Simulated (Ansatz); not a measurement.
A CCSD(T) single point on GeH₅ISSi, SMILES `[GeH3][S][SiH2]I`.

```yaml
crystal:
  periodic: [false, false, false]
  atoms:
    - {symbol: Ge, position_ang: [0.172178, 1.723797, -0.150056]}
    - {symbol: S, position_ang: [1.007309, 0.016492, 1.023643]}
    - {symbol: Si, position_ang: [-0.143620, -1.518721, 0.122983]}
    - {symbol: I, position_ang: [0.524928, -3.632037, 1.126378]}
    - {symbol: H, position_ang: [0.907928, 2.960377, 0.374366]}
    - {symbol: H, position_ang: [0.447955, 1.504060, -1.644729]}
    - {symbol: H, position_ang: [-1.339710, 1.829605, 0.098316]}
    - {symbol: H, position_ang: [-1.593727, -1.330241, 0.368694]}
    - {symbol: H, position_ang: [0.105259, -1.599633, -1.336694]}
basis:
  gaussian: {orbitals: def2-TZVPP}
correlation: {method: ccsd_t}
output: {orbitals: {seedname: orbitals}}
```

```sh
$ ansatz run in.yaml --threads 4 --pin off --events-out ev --progress --plain --max-ram 10444MiB
```

The program prints (abridged):

```
Functional definition: HF
1664 factors; integrals over basis functions are off by at most 9.5e-4 eV
mean field evaluation 1: about -83306.2189 eV, gradient 1.9e1 eV
mean field evaluation 2: about -83306.4334 eV, gradient 1.9e1 eV
mean field evaluation 4: about -83308.0048 eV, gradient 3.5e0 eV
mean field evaluation 8: about -83308.0444 eV, gradient 2.2e-1 eV
mean field -83308.04471825 eV, -3061.5141751750 hartree, gradient 2.8e-6 eV, S^2 0.000000; 0 other end points of the search recorded, 0 dependent functions left out
23 core orbitals not correlated: weight in the atoms' cores, before any rotation towards them, 1.000 or more for the frozen orbitals, at most 0.000 for the correlated occupied ones
reference -83308.04471825 eV, -3061.5141751750 hartree; 23, 23 occupied and 206, 206 virtual orbitals, 1664 factors
second order -28.78719320 eV of doubles, -0.00000000 eV of singles
cycle   1  -28.15642169 eV  change    6.3e-1 eV  update   1.2e-1
cycle   2  -29.00488852 eV  change   -8.5e-1 eV  update   3.3e-2
cycle   3  -29.08307004 eV  change   -7.8e-2 eV  update   1.4e-2
cycle   4  -29.05946187 eV  change    2.4e-2 eV  update   3.3e-3
cycle   5  -29.06034587 eV  change   -8.8e-4 eV  update   1.5e-3
cycle   6  -29.06068352 eV  change   -3.4e-4 eV  update   3.6e-4
cycle   7  -29.06031812 eV  change    3.7e-4 eV  update   1.4e-4
cycle   8  -29.06030271 eV  change    1.5e-5 eV  update   4.4e-5
perturbative correction -0.96060510 eV, -0.0353015864 hartree
Total energy: -83338.06562606 eV, -3062.6174231881 hartree
```

Hardware: 4 threads of an AMD EPYC 9R45 on a shared host. Wall time 87 s, peak host memory 5.6 GiB.

The correlation energy is -30.021 eV, 3.2 % of it from (T); the T1 diagnostic reads 0.0102.
